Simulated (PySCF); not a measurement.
Compound: CH6Al2Cl2O.
Bonds: C1–O2, O2–Al3, Al3–Cl4, Cl4–Al5, Al5–Cl6, Al3–Cl6. Hydrogens: H7, H8, H9 on C1; H10 on Al3; H11, H12 on Al5.

Method: PBE0-D3(BJ)/def2-SVP geometry optimisation, gas phase (PySCF); density fitting, grid level 1; the optimiser is geomeTRIC in internal coordinates, started from a GFN2-xTB structure with every atom displaced at random (about 0.01 Å).

Step 9: E = -41394.3300 eV
```
atom  x, y, z in Å  |  force x, y, z in eV/Å
C1     -1.9786   -1.0905    0.3029   -0.040   0.018  -0.041
O2     -1.5279    0.2150    0.2827   -0.078   0.005  -0.023
Al3    -0.3736    1.4098    0.0855   -0.039   0.062   0.003
Cl4     1.2889    1.0776    1.6606    0.065  -0.011   0.004
Al5     2.5105   -0.0459    0.0442   -0.003   0.028  -0.017
Cl6     1.1164    0.8273   -1.5876   -0.013  -0.080   0.032
H7     -1.1929   -1.8025    0.6136    0.020  -0.007   0.006
H8     -2.8252   -1.1949    1.0042    0.030  -0.004   0.010
H9     -2.3417   -1.4035   -0.6932    0.033  -0.010   0.002
H10    -0.7368    2.9284   -0.0372    0.022  -0.007   0.015
H11     2.1821   -1.5832    0.1819    0.004   0.002  -0.001
H12     3.9236    0.6369   -0.1002   -0.001   0.004   0.010
```

Step 10: E = -41394.3365 eV
```
atom  x, y, z in Å  |  force x, y, z in eV/Å
C1     -1.9729   -1.0827    0.2951    0.002   0.098  -0.039
O2     -1.5772    0.2446    0.2878   -0.088  -0.048  -0.011
Al3    -0.3940    1.4152    0.0957   -0.004   0.092   0.017
Cl4     1.2861    1.0757    1.6556    0.037  -0.006   0.052
Al5     2.5025   -0.0439    0.0424    0.057  -0.099   0.017
Cl6     1.0765    0.7762   -1.5722   -0.025  -0.025  -0.059
H7     -1.1609   -1.7592    0.6111    0.059  -0.048   0.033
H8     -2.8192   -1.2263    0.9895    0.012  -0.002  -0.029
H9     -2.3024   -1.4074   -0.7088   -0.012   0.010   0.016
H10    -0.7117    2.9458   -0.0185   -0.002  -0.034  -0.001
H11     2.1953   -1.5854    0.1984   -0.005   0.015   0.003
H12     3.9226    0.6220   -0.1188   -0.029   0.049   0.000
```

Step 11: E = -41394.3398 eV
```
atom  x, y, z in Å  |  force x, y, z in eV/Å
C1     -1.9799   -1.0719    0.2891    0.044   0.054  -0.015
O2     -1.6057    0.2616    0.2902   -0.097  -0.018   0.006
Al3    -0.4034    1.4146    0.1043    0.068   0.047   0.017
Cl4     1.2849    1.0515    1.6590   -0.005   0.006   0.051
Al5     2.5108   -0.0457    0.0414    0.066  -0.114   0.026
Cl6     1.0468    0.7189   -1.5617   -0.020   0.017  -0.072
H7     -1.1585   -1.7368    0.6093    0.032  -0.035   0.022
H8     -2.8273   -1.2323    0.9775   -0.009  -0.004  -0.026
H9     -2.2952   -1.3987   -0.7182   -0.025   0.009   0.004
H10    -0.6871    2.9504   -0.0101   -0.016  -0.020  -0.007
H11     2.2482   -1.5936    0.2125   -0.005   0.010   0.001
H12     3.9114    0.6566   -0.1360   -0.033   0.049  -0.007
```

Step 12: E = -41394.3427 eV
```
atom  x, y, z in Å  |  force x, y, z in eV/Å
C1     -1.9884   -1.0573    0.2835    0.060  -0.023   0.009
O2     -1.6352    0.2815    0.2942   -0.077   0.016   0.027
Al3    -0.4074    1.4112    0.1146    0.118  -0.022   0.008
Cl4     1.2842    1.0171    1.6683   -0.054   0.006   0.020
Al5     2.5223   -0.0531    0.0415    0.047  -0.070   0.016
Cl6     1.0181    0.6554   -1.5515   -0.013   0.046  -0.050
H7     -1.1612   -1.7140    0.6129   -0.013   0.005  -0.004
H8     -2.8417   -1.2343    0.9599   -0.019   0.002  -0.007
H9     -2.2891   -1.3855   -0.7276   -0.012   0.007  -0.009
H10    -0.6596    2.9499   -0.0059   -0.017   0.006  -0.006
H11     2.3166   -1.6072    0.2257   -0.001   0.001   0.001
H12     3.8865    0.7111   -0.1582   -0.018   0.026  -0.005
```

**Question.** Estimate the geometry and energy of step 13. (The exact step hangs on the optimiser's Hessian estimate; all steps are aligned on step 12, rigid shifts and turns removed.)

**Answer.** E = -41394.3444 eV, largest force 0.110 eV/Å
```
atom  x, y, z in Å  |  force x, y, z in eV/Å
C1     -1.9951   -1.0483    0.2826    0.040  -0.051   0.011
O2     -1.6522    0.2932    0.2982   -0.033   0.040   0.032
Al3    -0.4046    1.4048    0.1197    0.099  -0.049  -0.002
Cl4     1.2816    0.9913    1.6761   -0.069  -0.007  -0.008
Al5     2.5311   -0.0590    0.0413    0.022  -0.015   0.001
Cl6     1.0071    0.6235   -1.5490   -0.009   0.041  -0.012
H7     -1.1674   -1.7015    0.6204   -0.031   0.021  -0.016
H8     -2.8550   -1.2320    0.9488   -0.013   0.004   0.002
H9     -2.2858   -1.3766   -0.7316    0.003   0.000  -0.010
H10    -0.6431    2.9446   -0.0078   -0.009   0.016   0.000
H11     2.3619   -1.6163    0.2287    0.001  -0.004   0.001
H12     3.8666    0.7509   -0.1698    0.000   0.004   0.000
```

The energy changes by -0.0017 eV. The first-order estimate −F·Δx gives -0.0026 eV and the mean of the old and new forces, exact on a quadratic surface, -0.0018 eV. The step makes an angle of 82° with the force vector and moves no atom by more than 0.046 Å.

What follows is the cost of the whole optimisation. The run took 3.2 min wall on one thread, Arm Neoverse V1 (aarch64), shared host with 32 logical CPUs at a one-minute load of 25, and the process peaked at 0.55 GiB of memory.
